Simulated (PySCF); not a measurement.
Magnetic shielding above rings: a mixed set.

NICS = −σ at a ghost point: NICS(0) at the centroid of the ring atoms, NICS(1) 1 Å to either side along the normal of their mean plane, zz for the tensor component along that normal. Level: GIAO PBE0/pcSseg-1 (PySCF, non-relativistic, gas phase) on the GFN2-xTB geometries, one conformer each. Atom numbers follow the mapped SMILES.

Question: Order these rings by mean NICS(1)zz, lowest (most negative) first (ppm).
A. ring C2–C3–C4–P5–C9 in `[SiH3:1][c:2]1[cH:3][cH:4][p:5]([CH:6]2[CH2:7][CH2:8]2)[cH:9]1`
B. ring C2–C3–S4–C5–C7 in `[CH3:1][c:2]1[cH:3][s:4][c:5]([O-:6])[c:7]1[Cl:8]` (charge -1)
C. ring C2–C3–C4–C5–C6–C7 in `[CH3:1][c:2]1[cH:3][cH:4][cH:5][cH:6][c:7]1[PH:8][SiH3:9]`
D. ring C4–C5–S6–Si7–S8 in `[F:1][CH2:2][CH2:3][C@@H:4]1[CH2:5][S:6][SiH2:7][S:8]1`
E. ring C3–C4–S5–Si6–S8 in `[CH3:1][CH2:2][C@@H:3]1[CH2:4][S:5][Si@H:6]([F:7])[S:8]1`
F. ring C2–C3–P4–C5–C6–P7 in `[Cl:1][c:2]1[cH:3][p:4][cH:5][cH:6][p:7]1`
G. ring C2–C3–Si4–C5–S6–S7–C8 in `[F:1][C@@H:2]1[CH2:3][SiH2:4][CH2:5][S:6][S:7][CH2:8]1`

Answer: C (-27.4), F (-23.6), B (-12.9), A (-11.3), E (-4.5), D (-2.7), G (2.2).

```tsv
SMILES	ring	NICS(0)	NICS(1)	NICS(1)zz	HOMA	rms pucker (Å)	ring atoms with four or more neighbours
Cc1ccccc1P[SiH3]	6-membered carbocycle; formal bonds all aromatic	-8.2	-11.1	-27.4	0.99	0.01	0
Clc1cpccp1	6-membered ring with 2 P; formal bonds all aromatic	-6.8	-9.7	-23.6	0.83	0.00	0
Cc1csc([O-])c1Cl	5-membered ring with S; formal bonds all aromatic	-11.0	-7.2	-12.9	0.20	0.00	0
[SiH3]c1ccp(C2CC2)c1	5-membered ring with P; bonds drawn aromatic by RDKit's count	-3.4	-5.9	-11.3	0.09	0.04	0
CC[C@@H]1CS[Si@H](F)S1	5-membered ring with 2 S and Si; formal bonds all single	-9.4	-5.2	-4.5	–	0.23	3
FCC[C@@H]1CS[SiH2]S1	5-membered ring with 2 S and Si; formal bonds all single	-9.0	-5.0	-2.7	–	0.23	3
F[C@@H]1C[SiH2]CSSC1	7-membered ring with 2 S and Si; formal bonds all single	-3.5	-3.2	2.2	–	0.48	5
```

NICS(0) gives another order. The isotropic NICS(1) gives the same order. Over the 4 rings with a HOMA value its correlation coefficient with NICS(1)zz is -1.00. HOMA uses Krygowski's 1993 parameters; it is left out where a ring has a four-coordinate atom, a triple bond, no multiple bond or a kind of bond without parameters. NICS(1) and NICS(1)zz are means over the two faces.
